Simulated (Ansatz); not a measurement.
`FCOC1=C[SiH2]1` + HBr → `BrC1=C[SiH2]1` + `OCF`  (substitution at a C–O bond)

Program: Ansatz. Geometries: PBE0-D4/def2-TZVP. ΔE: electronic, gas phase. CBS: MP2 limit from def2 TZ/QZ plus the TZ coupled-cluster correction, frozen cores. Functionals use def2-TZVPP. B3LYP here is the variant with VWN-RPA as its local correlation; programs differ in this. For Br outer-core shells are correlated without core-valence functions, which leaves a few kJ/mol of doubt a bond. Scalar relativity is left out up to krypton. Each species was taken in one conformer, which may not be the lowest.

| level | ΔE (kJ/mol) | difference from CCSD(T)/CBS |
| --- | --- | --- |
| r2SCAN-D4 | -5.3 | 5.8 |
| PBE0-D4 | -6.2 | 4.9 |
| B3LYP-D4 | -6.7 | 4.4 |
| ωB97X-V | -2.1 | 9.0 |
| B2PLYP | -10.4 | 0.7 |
| PBE | -9.1 | 2.0 |
| r2SCAN | -6.2 | 4.9 |
| PBE0 | -7.5 | 3.6 |
| B3LYP | -8.3 | 2.8 |
| HF/def2-TZVPP | -2.8 | 8.3 |
| MP2/def2-TZVPP | -16.5 | -5.4 |
| SCS-MP2/def2-TZVPP | -14.4 | -3.3 |
| CCSD/def2-TZVPP | -7.9 | 3.2 |
| CCSD(T)/def2-TZVPP | -8.5 | 2.6 |
| SCS-MP2/def2-QZVPP | -15.8 | -4.7 |
| HF/CBS(def2) | -2.5 | 8.6 |
| CCSD(T)/CBS | -11.1 | 0 |

Largest T1 diagnostic among the species: 0.013.

In def2-TZVPP, CCSD(T) changes the Hartree–Fock value by −5.7 kJ/mol (the triples alone add −0.5 kJ/mol) and MP2 by −13.7 kJ/mol.
